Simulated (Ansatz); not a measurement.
Born–Oppenheimer molecular dynamics of AlF2H3O (7 atoms, charge 0, multiplicity 1). It starts at the highest image of a converged band. Of that band: The profile has 2 maxima (images 3, 8) with wells between them (image 6): this band takes more than one step, which may be the mechanism or a detour left from its start path. A vibrational analysis at the climbing image gives one clearly imaginary mode, 535i cm⁻¹: a first-order saddle point.

These are results of RKS PBE0-D4/def2-SVP (Ansatz), not measurements.

- ensemble: NVE (velocity Verlet)
- time step: 0.5 fs
- steps asked: 200
- starting velocities drawn for: 100 K
- seed: 8849

First frame:

```xyz
7
Properties=species:S:1:pos:R:3
Al 0.034 0.086 0.005
H 0.124 -0.108 1.676
F 1.505 -0.022 -0.748
O -1.350 -0.389 -0.828
H -2.261 -0.459 -0.547
F -0.077 1.831 0.778
H 0.033 1.114 1.550
```

Q: How far do the bonds stretch over the last three quarters of this one trajectory? (Pairs bonded in most of those frames.)

A: 
| bond | mean (Å) | spread (Å) | shortest | longest |
| --- | --- | --- | --- | --- |
| Al1–F3 | 1.651 | 0.059 | 1.54 | 1.76 |
| Al1–O4 | 1.680 | 0.046 | 1.59 | 1.76 |
| Al1–F6 | 1.668 | 0.072 | 1.54 | 1.84 |
| H2–H7 | 0.768 | 0.017 | 0.74 | 0.83 |
| O4–H5 | 0.958 | 0.013 | 0.94 | 0.98 |

Mean temperature of the second half: 1144 K. The conserved energy stayed within 0.099 meV per atom of its start (net change -0.018 meV per atom), so the integration is sound. The kinetic energy rose, since the run started high on the potential surface and went downhill. It ends in pieces (AlF2HO + H2), so much of that is their flight and rotation, not heat. A run of 0.1 ps of so small a system gives no equilibrium averages. The orbitals stay closed-shell, which can raise the energy where a bond breaks towards radicals; this wasn't checked here.

Time of the run: 12 min on 1 thread of Arm Neoverse N1 (shared host), peak memory 0.16 GiB.
